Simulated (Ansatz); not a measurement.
Consider the ligand exchange at the Nb–O bond: `[OH][Nb]([OH])([F])=[S]` + HCl → `[OH][Nb]([F])(=[S])[Cl]` + H₂O.

Isolated molecules relaxed with PBE0-D4/def2-TZVP in Ansatz; ΔE leaves out vibrations. CBS: MP2 limit from def2 TZ/QZ plus the TZ coupled-cluster correction, frozen cores. This one scheme is used for every species. Functionals use def2-TZVPP. Elements past krypton have def2 core potentials. For Nb outer-core shells are correlated without core-valence functions, which leaves a few kJ/mol of doubt a bond. Each species was taken in one conformer, which may not be the lowest.

`[OH][Nb]([OH])([F])=[S]`:

```xyz
7

O    -1.547    0.269    0.716
Nb    0.040   -0.371   -0.051
O     1.481    0.609    0.643
F     0.253   -2.180    0.344
S    -0.042   -0.097   -2.174
H    -2.338    0.633    0.315
H     2.152    1.137    0.206
```

HCl:

```xyz
2

Cl    0.577   -0.071    0.266
H    -0.577    0.071   -0.266
```

`[OH][Nb]([F])(=[S])[Cl]`:

Cartesian coordinates in Å:
```
O -0.775 -1.167 0.502
Nb 0.357 0.207 -0.048
F 1.989 -0.495 -0.579
S -0.546 1.191 -1.707
Cl 0.614 1.712 1.646
H -1.638 -1.447 0.187
```

H₂O:

Cartesian coordinates in Å:
```
O 0.098 -0.353 0.132
H -0.783 0.021 0.061
H 0.686 0.332 -0.193
```

Question: Is it downhill or uphill in electronic energy at CCSD(T)/CBS, and by how much? (Estimate.)

Answer: The calculation gave: Downhill: ΔE = -0.28 eV.

Question: What do these levels give: r2SCAN-D4, PBE0-D4, BHLYP-D4, ωB97X-V, PBE, BLYP, PBE0, BHLYP, MP2/def2-QZVPP, HF/CBS(def2), MP2/CBS(def2), CCSD/CBS(def2)? (Estimate.)

Answer: The calculation gave: r2SCAN-D4 -0.22, PBE0-D4 -0.25, BHLYP-D4 -0.23, ωB97X-V -0.15, PBE -0.22, BLYP -0.17, PBE0 -0.24, BHLYP -0.19, MP2/def2-QZVPP -0.40, HF/CBS(def2) -0.18, MP2/CBS(def2) -0.41, CCSD/CBS(def2) -0.24 eV.

Largest T1 diagnostic among the species: 0.023, so the coupled-cluster value is less sure than usual.

In def2-TZVPP, CCSD(T) changes the Hartree–Fock value by −0.07 eV (the triples alone add −0.04 eV) and MP2 by −0.20 eV. Leaving LDA and LC-ωPBE aside and taking each functional with its dispersion term where it has one, the values, not all of them listed here, spread over 0.15 eV, from PBE-QIDH to CAM-B3LYP-D4. LDA lies +0.04 eV from PBE without D4.
